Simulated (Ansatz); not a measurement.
```xyz
25

C    -0.166   -2.586    1.031
C    -0.420   -2.946   -0.421
C    -1.610   -2.197   -1.026
C    -1.422   -0.755   -1.050
C    -1.233    0.434   -1.059
C    -0.989    1.868   -1.033
C    -0.085    2.299    0.124
C     1.313    1.709    0.051
C     2.183    2.114    1.227
H     0.693   -3.129    1.430
H     0.029   -1.516    1.139
H    -1.033   -2.828    1.654
H     0.471   -2.731   -1.019
H    -0.610   -4.020   -0.513
H    -2.517   -2.434   -0.456
H    -1.788   -2.553   -2.047
H    -1.947    2.394   -0.967
H    -0.536    2.175   -1.984
H    -0.557    2.009    1.069
H    -0.023    3.393    0.127
H     1.237    0.618    0.002
H     1.787    2.023   -0.887
H     3.184    1.684    1.152
H     2.291    3.201    1.285
H     1.747    1.777    2.172
```

The species carries charge 0 and has multiplicity 1.

(1) List the r2SCAN/def2-TZVPP orbital energies in eV (Ansatz 0.2.0). (An estimate is asked.)

Answers

(1) Computed: Occupied: -273.49, -273.49, -273.04, -272.97, -272.79, -272.63, -272.62, -272.60, -272.54, -21.27, -20.94, -19.68, -18.77, -17.67, -16.52, -15.33, -14.89, -12.58, -12.08, -11.54, -11.34, -11.03, -10.84, -10.65, -10.12, -9.67, -9.10, -8.83, -8.69, -8.54, -8.31, -8.19, -8.00, -6.11, -6.04. Lowest empty: 0.63, 0.72, 1.29, 1.70, 1.97, 2.17, 2.30, 2.72.
